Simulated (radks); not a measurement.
Q: Radial electron density D(r) = 4 pi r^2 rho(r) of an atom or ion with 12 electrons. Method: non-relativistic Kohn-Sham, r2SCAN, spin-polarised, spherical densities, point nucleus; meta-GGA in the generalised Kohn-Sham scheme; computed with a radial shooting solver on a logarithmic mesh with Libxc functionals.

| r (bohr) | D(r) (e/bohr) |
|---|---|
| 0.003946 | 0.4622 |
| 0.004976 | 0.7112 |
| 0.006275 | 1.085 |
| 0.007914 | 1.638 |
| 0.01006 | 2.471 |
| 0.01269 | 3.614 |
| 0.016 | 5.171 |
| 0.02018 | 7.199 |
| 0.02545 | 9.682 |
| 0.03209 | 12.47 |
| 0.04047 | 15.23 |
| 0.05104 | 17.40 |
| 0.06437 | 18.35 |
| 0.08183 | 17.61 |
| 0.1032 | 15.45 |
| 0.1301 | 12.99 |
| 0.1641 | 11.84 |
| 0.207 | 12.97 |
| 0.261 | 15.66 |
| 0.3292 | 17.52 |
| 0.4151 | 16.31 |
| 0.5236 | 11.96 |
| 0.6656 | 6.584 |
| 0.8394 | 3.179 |
| 1.059 | 2.062 |
| 1.335 | 1.840 |
| 1.684 | 1.315 |
| 2.123 | 0.5842 |
| 2.677 | 0.1435 |
| 3.377 | 0.01731 |
| 4.258 | 0.0008872 |

What is the nuclear charge?

A: Z = 16. The innermost maximum, from 1s, lies near 1/Z = 0.0625 bohr (found: 0.0659), and its height grows with Z. The density is that of the sulfur ion S4+ in [Ne] 3s2; the configuration itself is not fixed sharply by these data, and Z only to about a unit. D(r) has 2 maxima, at r = 0.0659, 0.343 bohr, and minima at 0.165 bohr, inside which lie 2.19 electrons.
